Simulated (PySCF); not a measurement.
ClFH5NSi2, SMILES N[SiH2][Si@H](F)Cl.

Geometry optimised at PBE0-D3(BJ)/def2-SVP. The structure was generated by enumeration; whether it is a known compound was not checked. Other conformers were not sampled.

Method: PySCF with PBE/def2-TZVP.

- total energy: -1196.37572 hartree
- highest occupied level: -6.03 eV
- lowest empty level: -1.53 eV
- orbital gap: 4.49 eV
- dipole moment: 2.63 D
- quadrupole, principal values (traceless, Buckingham form, about the centre of nuclear charge): -7.73, 0.92, 6.81 D·Å
- mean static polarisability: 75.2 bohr³ (11.15 Å³)
- polarisability, principal values: 61.6, 70.1, 93.9 bohr³
